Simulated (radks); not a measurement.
Problem. Pb33+, configuration [Kr] 4d10 4f3 (the NIST ground configuration). All-electron calculation, scalar-relativistic Kohn-Sham, PBE, spin-polarised, spherical densities, finite nucleus; open shells are filled with parallel spins first (spin-orbit coupling, left out, can overturn this in heavy ions); Fermi nuclear charge, rms radius 5.5012 fm. Program: a radial shooting solver on a logarithmic mesh with Libxc functionals. Some entries of the table are withheld. Estimate them.

| orbital | occ. | eigenvalue (Ry) | <r> (bohr) |
|---|---|---|---|
| 1s down | 1 | -6564.021 | 0.01606 |
| 1s up | 1 | -6564.020 | 0.01606 |
| 2s up | 1 | -1248.859 | 0.06763 |
| 2s down | 1 | -1248.849 | 0.06763 |
| 2p up | 3 | -1084.549 | 0.06145 |
| 2p down | 3 | -1084.541 | 0.06145 |
| 3s up | 1 | -368.6710 | 0.1740 |
| 3s down | 1 | -368.3636 | 0.1739 |
| 3p up | 3 | -321.4527 | 0.1757 |
| 3p down | 3 | -321.1383 | 0.1756 |
| 3d up | 5 | -273.4623 | 0.1591 |
| 3d down | 5 | -273.2230 | 0.1590 |
| 4s up | 1 | -146.2263 | 0.3660 |
| 4s down | 1 | -145.7886 | 0.3663 |
| 4p up | 3 | -129.7058 | 0.3834 |
| 4p down | 3 | -129.2938 | 0.3838 |
| 4d up | 5 | -111.1708 | 0.3885 |
| 4d down | 5 | -110.7597 | 0.3891 |
| 4f up | 3 | -91.97818 | 0.3690 |
| 4f down | 0 | -91.50053 | 0.3698 |
| 5s up | 0 | (1) | 0.6672 |
| 5s down | 0 | (2) | 0.6683 |
| 5p up | 0 | -69.66647 | (3) |
| 5p down | 0 | -69.48562 | (4) |

Solution. 
(1) 5s up eigenvalue (Ry): -76.44666
(2) 5s down eigenvalue (Ry): -76.24793
(3) 5p up <r> (bohr): 0.7036
(4) 5p down <r> (bohr): 0.7047
